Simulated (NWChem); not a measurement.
System: GaO, doublet; SMILES [O]=[Ga]

```xyz
2

Ga     0.0000     0.0000    -0.3680
O      0.0000     0.0000     1.3389
```
Atoms are numbered in this order, from 1.

Level: PBE0/def2-SVP, spin-unrestricted (NWChem), optimised geometry, unscaled harmonic frequencies. 

| frequency (cm⁻¹) | IR intensity (km/mol) |
|---|---|
| 753 | 1.1 |

| Property | Value |
|---|---|
| zero-point energy | 1.1 kcal/mol |
| thermal correction to the enthalpy at 298.15 K (with zero-point energy) | 3.2 kcal/mol |
| heat capacity Cv | 5.7 cal/(mol K) |
| dipole moment | 3.38 D |

Rigid rotor and harmonic oscillator.
